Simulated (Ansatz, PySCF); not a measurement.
hydronium (H3O), SMILES [OH3+], charge +1. Atoms are numbered in the order given.

```xyz
4

O      0.0000     0.0000     0.0682
H      0.8173    -0.4719    -0.2037
H     -0.8173    -0.4719    -0.2037
H      0.0000     0.9438    -0.2037
```
Charge +1, spin multiplicity 1.

The structure is a stationary point at B3LYP-D3(BJ)/def2-TZVPD.

Two levels are set side by side: PBE-D3(BJ)/def2-TZVPD (Ansatz, an electronic-structure program) and B3LYP-D3(BJ)/def2-TZVPD (Ansatz). Each level has its own optimised geometry; the coordinates shown are those of the second. Frequencies come from the Hessian of PySCF at each geometry. Differences are taken from unrounded values.

| quantity | B3LYP-D3(BJ) |
|---|---|
| mean bond length (Å) | 0.982 |
| bond O1–H2 (Å) | 0.982 |
| bond O1–H3 (Å) | 0.982 |
| bond O1–H4 (Å) | 0.982 |
| highest harmonic wavenumber (cm⁻¹) | 3635 |
| mean harmonic wavenumber (cm⁻¹) | 2494 |
| zero-point energy (kcal/mol) | 21.40 |

**Question.** What does PBE-D3(BJ) give, and how far is it from B3LYP-D3(BJ)? (An estimate is asked for; the answer gives what the named calculation found.)

**Answer.** 
| quantity | PBE-D3(BJ) | PBE-D3(BJ) minus B3LYP-D3(BJ) |
|---|---|---|
| mean bond length (Å) | 0.990 | 0.008 |
| bond O1–H2 (Å) | 0.990 | 0.008 |
| bond O1–H3 (Å) | 0.990 | 0.008 |
| bond O1–H4 (Å) | 0.990 | 0.008 |
| highest harmonic wavenumber (cm⁻¹) | 3550 | -84 |
| mean harmonic wavenumber (cm⁻¹) | 2448 | -46 |
| zero-point energy (kcal/mol) | 21.00 | -0.40 |

GGA bonds tend to be longer and softer than those of functionals with exact exchange. Differences between two approximate levels are no errors against the true value.
